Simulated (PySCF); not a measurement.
Species: C₅H₁₃BSSi.
Numbering: `[SiH3:1][S:2][C@@H:3]1[BH:4][CH2:5][CH2:6][CH2:7][CH2:8]1`

Cartesian coordinates in Å at the PBE0-D3(BJ)/def2-SVP level; atoms count from 1:
```xyz
21
C5H13BSSi angstrom
Si     2.9668    0.9740   -0.1471
S      2.1889   -0.1079    1.5267
C      0.4541   -0.3029    0.9413
B      0.3158   -1.0715   -0.4275
C     -0.9538   -0.8303   -1.3047
C     -1.7189    0.4649   -1.0289
C     -1.7693    0.8014    0.4586
C     -0.3751    0.9764    1.0551
H      2.6386    2.4332   -0.1328
H      4.4498    0.8198   -0.1443
H      2.3800    0.3887   -1.3974
H      0.0439   -1.0541    1.6510
H      1.1088   -1.9430   -0.7062
H     -0.7495   -0.9846   -2.3775
H     -1.5820   -1.7083   -1.0309
H     -2.7402    0.4129   -1.4403
H     -1.2238    1.2974   -1.5596
H     -2.3530    1.7224    0.6177
H     -2.3072    0.0025    1.0024
H     -0.4298    1.3025    2.1061
H      0.1393    1.7913    0.5147
```

NICS = −σ at a ghost point: NICS(0) at the centroid of the ring atoms, NICS(1) 1 Å to either side along the normal of their mean plane, zz for the tensor component along that normal. Level: GIAO B97-2/pcSseg-1 (PySCF, non-relativistic, gas phase) on the PBE0-D3(BJ)/def2-SVP geometry, one conformer.

Ring bond lengths (Å): C3–B4 1.576, B4–C5 1.562, C5–C6 1.529, C6–C7 1.526, C7–C8 1.527, C8–C3 1.529.

Task: Give the NICS values of each ring in ppm.

Result: 
| ring | type | NICS(0) | NICS(1), two faces | NICS(1)zz, two faces | rms pucker (Å) | centre to ring atoms, mean (Å) |
| --- | --- | --- | --- | --- | --- | --- |
| C3–B4–C5–C6–C7–C8 | 6-membered ring with B; formal bonds all single | 1.0 | -2.2 / -0.5 | 1.9 / 3.8 | 0.20 | 1.50 |

Task: What do they say, and how far can they be read as aromaticity?

Result: 
- C3–B4–C5–C6–C7–C8: mean NICS(1)zz 2.9 ppm, near zero. C3, C5, C6, C7, C8 have four or more neighbours, so the value isn't read as a sign of a π ring current.

Task: How shielded are the nuclei of the rings and their hydrogens (means over atoms taken as equivalent)?

Result: 
```json
{"atoms": "C3", "environment": "sp3 carbon bound to sulfur", "σ isotropic (ppm)": "140.5", "principal values of the symmetric part, first atom (ppm)": "123.8, 136.2, 161.5"}
{"atoms": "B4", "environment": "three-coordinate boron", "σ isotropic (ppm)": "18.3", "principal values of the symmetric part, first atom (ppm)": "-55.7, 1.0, 109.8"}
{"atoms": "C5", "environment": "sp3 carbon bound to boron", "σ isotropic (ppm)": "152.8", "principal values of the symmetric part, first atom (ppm)": "129.6, 154.7, 174.1"}
{"atoms": "C6", "environment": "ring CH2 carbon", "σ isotropic (ppm)": "158.6", "principal values of the symmetric part, first atom (ppm)": "149.7, 158.3, 167.7"}
{"atoms": "C7", "environment": "ring CH2 carbon", "σ isotropic (ppm)": "153.5", "principal values of the symmetric part, first atom (ppm)": "149.2, 152.6, 158.7"}
{"atoms": "C8", "environment": "ring CH2 carbon", "σ isotropic (ppm)": "147.3", "principal values of the symmetric part, first atom (ppm)": "134.0, 140.1, 167.6"}
{"atoms": "H12", "environment": "methine hydrogen", "σ isotropic (ppm)": "29.45", "principal values of the symmetric part, first atom (ppm)": "22.6, 31.2, 34.6"}
{"atoms": "H13", "environment": "B–H hydrogen", "σ isotropic (ppm)": "24.05", "principal values of the symmetric part, first atom (ppm)": "18.9, 25.2, 28.1"}
{"atoms": "H14", "environment": "methylene hydrogen", "σ isotropic (ppm)": "29.38", "principal values of the symmetric part, first atom (ppm)": "25.3, 27.7, 35.2"}
{"atoms": "H15", "environment": "methylene hydrogen", "σ isotropic (ppm)": "30.56", "principal values of the symmetric part, first atom (ppm)": "26.4, 28.8, 36.5"}
{"atoms": "H16", "environment": "methylene hydrogen", "σ isotropic (ppm)": "29.66", "principal values of the symmetric part, first atom (ppm)": "24.5, 27.9, 36.6"}
{"atoms": "H17", "environment": "methylene hydrogen", "σ isotropic (ppm)": "30.14", "principal values of the symmetric part, first atom (ppm)": "27.0, 28.3, 35.1"}
{"atoms": "H18", "environment": "methylene hydrogen", "σ isotropic (ppm)": "29.60", "principal values of the symmetric part, first atom (ppm)": "24.5, 27.9, 36.3"}
{"atoms": "H19", "environment": "methylene hydrogen", "σ isotropic (ppm)": "30.10", "principal values of the symmetric part, first atom (ppm)": "26.0, 28.8, 35.5"}
```

The list is cut; further classes of hydrogen are left out.

Task: How do the values depend on the level or the medium?

Result: 
| level | NICS(0), C3–B4–C5–C6–C7–C8 | mean NICS(1)zz, C3–B4–C5–C6–C7–C8 |
| --- | --- | --- |
| B97-2/pcSseg-1, gas | 1.0 | 2.9 |
| PBE0/pcSseg-1, gas | 1.1 | 2.8 |

The geometry is the same throughout.
